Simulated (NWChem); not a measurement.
AlH₂SF; SMILES [SH][AlH][F]

```xyz
5

Al    -0.5163    -0.5883     0.0000
F      0.6002    -1.8205     0.0000
H     -2.0517    -0.9311     0.0000
S      0.2707     1.4367     0.0000
H     -0.9696     1.9773     0.0000
```
Atoms are numbered in this order, from 1.

Program: NWChem. Structure relaxed at the PBE0/def2-SVP level. Ions are spin-unrestricted doublets at the neutral geometry; other ion states weren't tried.

Among these, which level gives the highest value of “−ε(HOMO) (eV)”?
A) r2SCAN/def2-TZVP
B) PBE/def2-TZVP
C) B3LYP/def2-TZVP

C, B3LYP/def2-TZVP. Values: PBE/def2-TZVP 6.88; r2SCAN/def2-TZVP 7.17; B3LYP/def2-TZVP 7.82
